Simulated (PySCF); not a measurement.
Cartesian coordinates in Å; atom numbers follow the order of the lines, from 1:
```xyz
16

C    -1.847    0.015    0.293
C    -0.581   -0.187   -0.510
C     0.446   -1.126    0.120
F     0.029   -1.584    1.346
C     1.756   -0.325    0.307
O     1.795    0.691   -0.658
S     0.330    1.401   -0.612
O     0.200    2.127    0.608
O     0.118    2.081   -1.843
H    -1.599    0.461    1.253
H    -2.513    0.689   -0.239
H    -2.355   -0.932    0.465
H    -0.781   -0.455   -1.544
H     0.605   -2.023   -0.490
H     1.744    0.117    1.312
H     2.645   -0.943    0.181
```

Geometry: GFN2-xTB; GIAO absolute shieldings from PySCF, gas phase, non-relativistic, averaged over equivalent atoms.

At PBE0/pcSseg-1 (195 basis functions, 31 s wall time on 1 thread of an Arm Neoverse V1, shared host):
```csv
atoms,σ (ppm)
C3,95.8
C5,118.5
C2,126.1
C1,177.5
F4,396.7
O9,105.9
O8,117.8
O6,147.1
S7,155.9
H14,26.29
H16,27.06
H15,27.69
H13,28.81
H10/H11/H12,30.16
```

Task: Predict the values at wB97X-D/def2-SVPD on the same geometry.

Result: 
| atoms | σ at wB97X-D/def2-SVPD | change |
| --- | --- | --- |
| C3 | 109.6 | +13.8 |
| C5 | 131.6 | +13.1 |
| C2 | 136.8 | +10.7 |
| C1 | 187.2 | +9.7 |
| F4 | 405.9 | +9.2 |
| O9 | 135.6 | +29.7 |
| O8 | 143.2 | +25.4 |
| O6 | 163.4 | +16.3 |
| S7 | 240.4 | +84.5 |
| H14 | 26.60 | +0.31 |
| H16 | 27.42 | +0.36 |
| H15 | 27.89 | +0.20 |
| H13 | 28.83 | +0.02 |
| H10/H11/H12 | 30.41 | +0.25 |

The largest change is at S7 (sulfonyl sulfur). Cost: 255 basis functions, 2 min wall time on 1 thread of an Arm Neoverse N1, shared host. The order of the carbon signals is the same at both levels.
